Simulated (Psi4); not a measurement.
CHO₂ (SMILES O=[C-]O), charge -1, singlet, geometry from GFN2-xTB (a gas-phase anion, which may not be bound at this level); R2SCAN/def2-SVP run with Psi4.

Here is a job for Psi4.
```
memory 2 GB

molecule {
-1 1
  O    -1.06017647   -0.42035133   -0.00039719
  C     0.00193940    0.63730099   -0.02155352
  O     1.13549551    0.10277181    0.01219052
  H    -0.61418871   -1.28316976    0.03497448
}

set basis def2-svp
set level_shift 1.0

energy('r2scan')
print_variables()
```

Problem. What does Psi4 print? Leave out banner, timings and long lists.

Solution. 
```
   => Loading Basis Set <=

    Name: DEF2-SVP
    Role: ORBITAL
    Keyword: BASIS

         ---------------------------------------------------------
                                   SCF
               by Justin Turney, Rob Parrish, Andy Simmonett
                          and Daniel G. A. Smith
                              RKS Reference
         ---------------------------------------------------------

  ==> Geometry <==

    Molecular point group: c1
    Full point group: C1

    Geometry (in Angstrom), charge = -1, multiplicity = 1:

       Center              X                  Y                   Z               Mass
    ------------   -----------------  -----------------  -----------------  -----------------
         O           -1.073710501216    -0.448680450453     0.000375311983    15.994914619570
         C           -0.011594631216     0.608971869547    -0.020781018017    12.000000000000
         O            1.121961478784     0.074442689547     0.012963021983    15.994914619570
         H           -0.627722741216    -1.311498880453     0.035746981983     1.007825032230

  Running in c1 symmetry.

  Rotational constants: A =      2.57448  B =      0.40208  C =      0.34776 [cm^-1]
  Rotational constants: A =  77180.82163  B =  12053.96773  C =  10425.69989 [MHz]
  Nuclear repulsion =   60.034762646936343

  Charge       = -1
  Multiplicity = 1
  Electrons    = 24
  Nalpha       = 12
  Nbeta        = 12

  ==> Algorithm <==

  SCF Algorithm Type is DF.
  DIIS enabled.
  MOM disabled.
  Fractional occupation disabled.
  Guess Type is SAD.
  Energy threshold   = 1.00e-06
  Density threshold  = 1.00e-06
  Integral threshold = 1.00e-12

  ==> Primary Basis <==

  Basis Set: DEF2-SVP
    Blend: DEF2-SVP
    Number of shells: 21
    Number of basis functions: 47
    Number of Cartesian functions: 50
    Spherical Harmonics?: true
    Max angular momentum: 2

  ==> DFT Potential <==

   => LibXC <=

    Version 7.1.2
    S. Lehtola, C. Steigemann, M. J. T. Oliveira, and M. A. L. Marques,  SoftwareX 7, 1–5 (2018) (10.1016/j.softx.2017.11.002)

   => Composite Functional: R2SCAN <=

    r2SCAN Meta-GGA XC Functional  (0.1021/acs.jpclett.0c02405)
    J. W. Furness, A. D. Kaplan, J. Ning, J. P. Perdew, J. Sun  J. Phys. Chem. Lett.  11, 8208–8215, 2020

    Deriv               =              1
    GGA                 =           TRUE
    Meta                =           TRUE

    Exchange Hybrid     =          FALSE
    MP2 Hybrid          =          FALSE

   => Exchange Functionals <=

    1.0000   XC_MGGA_X_R2SCAN

   => Correlation Functionals <=

    1.0000   XC_MGGA_C_R2SCAN

   => LibXC Density Thresholds  <==

    XC_MGGA_C_R2SCAN:  1.00E-15
    XC_MGGA_X_R2SCAN:  1.00E-11

   => Molecular Quadrature <=

    Radial Scheme          =       TREUTLER
    Pruning Scheme         =           NONE
    Nuclear Scheme         =       TREUTLER

    Blocking Scheme        =         OCTREE
    BS radius alpha        =              1
    Pruning alpha          =              1
    Radial Points          =             75
    Spherical Points       =            302
    Total Points           =          86935
    Total Blocks           =            715
    Max Points             =            255
    Max Functions          =             47
    Weights Tolerance      =       1.00E-15

   => Loading Basis Set <=

    Name: (DEF2-SVP AUX)
    Role: JKFIT
    Keyword: DF_BASIS_SCF

  ==> Integral Setup <==

  SCF_SUBTYPE=INCORE selected. In-core MEM_DF algorithm will be used.
  Using in-core AOs.

  ==> MemDFJK: Density-Fitted J/K Matrices <==

    J tasked:                   Yes
    K tasked:                    No
    wK tasked:                   No
    Algorithm:                 Core
    Schwarz Cutoff:           1E-12
    Mask sparsity (%):       0.0905
    Fitting Condition:        1E-10

   => Auxiliary Basis Set <=

  Basis Set: (DEF2-SVP AUX)
    Blend: DEF2-UNIVERSAL-JKFIT
    Number of shells: 81
    Number of basis functions: 247
    Number of Cartesian functions: 295
    Spherical Harmonics?: true
    Max angular momentum: 4

  Minimum eigenvalue in the overlap matrix is 1.6561008377E-02.
  Reciprocal condition number of the overlap matrix is 4.1061975560E-03.
    Using symmetric orthogonalization.

  ==> Pre-Iterations <==

  SCF Guess: Superposition of Atomic Densities via on-the-fly atomic UHF (no occupation information).

   -------------------------
    Irrep   Nso     Nmo
   -------------------------
     A         47      47
   -------------------------
    Total      47      47
   -------------------------

  ==> Iterations <==

                           Total Energy        Delta E     RMS |[F,P]|

   @DF-RKS iter SAD:  -188.25013712156345   -1.88250e+02   0.00000e+00
   @DF-RKS iter   1:  -188.63899732694645   -3.88860e-01   1.60033e-02 ADIIS/DIIS/SHIFT
   @DF-RKS iter   2:  -188.85019848506943   -2.11201e-01   5.07771e-03 ADIIS/DIIS
   @DF-RKS iter   3:  -188.86277129798967   -1.25728e-02   3.05774e-03 ADIIS/DIIS
   @DF-RKS iter   4:  -188.87353181069318   -1.07605e-02   1.26130e-03 ADIIS/DIIS
   @DF-RKS iter   5:  -188.87494212575513   -1.41032e-03   1.57625e-04 ADIIS/DIIS
   @DF-RKS iter   6:  -188.87494248422658   -3.58471e-07   1.67995e-04 ADIIS/DIIS
   @DF-RKS iter   7:  -188.87496758995428   -2.51057e-05   9.70247e-06 DIIS
   @DF-RKS iter   8:  -188.87496771347548   -1.23521e-07   1.71865e-06 DIIS
   @DF-RKS iter   9:  -188.87496771656203   -3.08654e-09   2.60257e-07 DIIS
  Energy and wave function converged.

  ==> Post-Iterations <==

   Electrons on quadrature grid:
      Ntotal   =   24.0000055105 ; deviation = 5.511e-06

    Orbital Energies [Eh]
    ---------------------

    Doubly Occupied:

[...]
    Virtual:

[...]
    Final Occupation by Irrep:
              A
    DOCC [    12 ]
    NA   [    12 ]
    NB   [    12 ]

  @DF-RKS Final Energy:  -188.87496771656203

   => Energetics <=

    Nuclear Repulsion Energy =             60.0347626469363433
    One-Electron Energy =                -384.4832519749044764
    Two-Electron Energy =                 158.6105520362544326
    DFT Exchange-Correlation Energy =     -23.0370304248483642
    Empirical Dispersion Energy =           0.0000000000000000
    VV10 Nonlocal Energy =                  0.0000000000000000
    Total Energy =                       -188.8749677165620255

Computation Completed

Properties will be evaluated at   0.000000,   0.000000,   0.000000 [a0]

Properties computed using the SCF density matrix

 Multipole Moments:

 ------------------------------------------------------------------------------------
     Multipole            Electronic (a.u.)      Nuclear  (a.u.)        Total (a.u.)
 ------------------------------------------------------------------------------------

 L = 1.  Multiply by 2.5417464519 to convert [e a0] to [Debye]
 Dipole X            :          0.5815112           -0.5882391           -0.0067278
 Dipole Y            :          0.3465914           -1.2312884           -0.8846970
 Dipole Z            :         -0.0037110            0.0335758            0.0298648
 Magnitude           :                                                    0.8852265

 ------------------------------------------------------------------------------------

  Variable Map:
  ----------------------------------------------------------------------------
[...]
  Array Variable Map:
  ----------------------------------------------------------------------------
[...]
[...]
```
